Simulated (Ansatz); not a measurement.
The first iterations of a band of C$_{2}$H$_{10}$N$_{2}$Si$_{2}$ (16 atoms, charge 0, multiplicity 1).

The calculation used Ansatz 0.2.0, RKS LDA/6-31G.

```yaml
movable_images: 5
climbing_image: yes
spring: 5.0 eV/Å²
optimiser: quadratic models (default)
start_path: through a guess of the saddle point
force_threshold: 0.05 eV/Å
iteration_limit: 60
end_points: relaxed
```

Initial state:

```xyz
16
Properties=species:S:1:pos:R:3
N -0.934 -2.247 0.917
Si -0.183 -0.668 1.098
C 1.412 -0.311 0.064
N 0.968 0.278 -1.186
C 0.208 1.508 -1.066
Si -1.341 1.051 0.005
H -1.589 -2.448 0.164
H -0.706 -3.036 1.518
H 0.118 -0.482 2.580
H 1.949 -1.259 -0.128
H 2.089 0.350 0.670
H 1.653 0.265 -1.947
H -0.106 1.860 -2.066
H 0.760 2.347 -0.567
H -2.480 0.571 -0.879
H -1.841 2.198 0.865
```

Final state:

```xyz
16
Properties=species:S:1:pos:R:3
N -0.580 -1.732 0.645
Si 0.054 -0.287 1.924
C 1.475 -0.004 0.514
N 0.827 -0.149 -0.802
C -0.087 0.965 -1.114
Si -1.240 1.163 0.451
H -0.069 -1.306 -0.274
H -1.606 -1.759 0.563
H -0.222 -2.655 0.926
H 2.257 -0.782 0.617
H 1.956 0.989 0.653
H 1.479 -0.359 -1.573
H -0.660 0.743 -2.031
H 0.468 1.918 -1.264
H -2.616 0.589 0.086
H -1.458 2.642 0.724
```

| iteration | highest image above the first end (eV) | largest band force component (eV/Å) |
| --- | --- | --- |
| 1 | 5.878 | 21.036 |
| 2 | 2.730 | 5.168 |
| 3 | 2.192 | 2.278 |
| 4 | 1.892 | 1.068 |
| 5 | 1.392 | 1.896 |

Question: Does the band converge within its limit, and where does its top end?

Answer: It converged. It ended after 16 iterations with the highest image 2.129 eV above the first end. Neighbouring images differ by up to 1.9 eV, so the band resolves the path poorly. A vibrational analysis at the climbing image gives one clearly imaginary mode, 1222i cm⁻¹: a first-order saddle point. The orbitals stay closed-shell, which can raise the energy where a bond breaks towards radicals; this wasn't checked here. Limits of this set-up: no polarisation functions.

The run took 2.6 min on 2 threads of Intel(R) Xeon(R) Platinum 8488C (Sapphire Rapids), with other jobs on the host, peak memory 0.17 GiB.
